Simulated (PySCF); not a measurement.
# Hartree-Fock beside MP2: FH3NOSi anion

Calculated results; nothing here was measured. The program is PySCF 2.14.0, an open-source quantum chemistry code, run on an isolated molecule that a program drew, which may never have been made. The molecule is FH3NOSi anion (charge -1, singlet), drawn as the SMILES string `N[SiH]([O-])F`.

The geometry was optimised and harmonic frequencies were computed with HF and MP2, all in the aug-cc-pV(D+d)Z basis, for the commonest isotopes, with a restricted reference for singlets and an unrestricted one otherwise, and a frozen core in MP2. Each result is a local minimum of its method.

Geometry at the HF minimum:
```xyz
7
FH3NOSi anion, angstrom
N    -1.4680   -2.0045    2.7323
Si   -0.1372   -2.1180    1.5836
O    -0.1200   -1.0095    0.5149
F    -0.3095   -3.6680    1.0558
H    -1.3919   -2.5119    3.5923
H    -1.7679   -1.0677    2.9177
H     1.1267   -2.2941    2.3871
```

Lengths of the bonds as drawn, in Å (atoms numbered as above):
| bond | HF | MP2 |
|---|---|---|
| N1-Si2 | 1.762 | 1.787 |
| Si2-O3 | 1.540 | 1.580 |
| Si2-F4 | 1.646 | 1.684 |
| N1-H5 | 1.001 | 1.020 |
| N1-H6 | 1.001 | 1.019 |
| Si2-H7 | 1.508 | 1.511 |

Rotational constants, in GHz:
```
constant,HF,MP2
A,7.045,6.932
B,6.808,6.43
C,3.884,3.738
```

Harmonic frequencies in cm^-1, each column in rising order, so a row needn't be the same motion in every method:
```
rank    HF   MP2
   1   158   144
   2   315   284
   3   348   320
   4   405   380
   5   502   490
   6   744   688
   7   778   721
   8   858     ?
   9   939   870
  10   981   916
  11  1193  1085
  12  1680  1547
  13  2117  2088
  14  3749  3531
  15  3844  3645
```

**Estimate the missing MP2 frequency from the HF column.**

A single factor s that minimises the squared misfit of MP2 against s times HF over the other rows is sum(HF x MP2) / sum(HF^2) = 0.9455, with an rms misfit of 30 cm^-1. For rank 8 it gives 0.9455 x 858 = 811 cm^-1. The calculation gives 801 cm^-1, 10 cm^-1 below the estimate. The drawn bonds are on average 1.7 % longer in MP2 than in HF.
